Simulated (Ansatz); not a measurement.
Gas-phase reaction in SMILES: N[Si](N)([O])O -> [NH][Si](N)(O)O
Structures are relaxed separately at B3LYP-D3(BJ)/def2-TZVP in Ansatz (a first-principles code), one conformer each, not searched for the lowest.

Quantity: isomerisation energy (electronic energy difference), in eV. Correlated levels leave the core frozen unless marked. Open shells are spin-unrestricted. No spin-orbit coupling. No relativistic terms. CBS(X,Y): correlation extrapolated as X^-3; Hartree-Fock from the larger set.

CCSD(T)/CBS(cc-pV(T+d)Z,cc-pV(Q+d)Z) (Ansatz) gives -0.29 eV.

### Question
Another calculation gave -0.03 eV. Which level was it?
A. r2SCAN0/def2-TZVPD (Ansatz)
B. SVWN5/def2-TZVPD (Ansatz)
C. B97M-V/def2-TZVPD (Ansatz)

### Answer
C, B97M-V/def2-TZVPD (Ansatz). The others give -0.19 (r2SCAN0), 0.12 (SVWN5) eV.
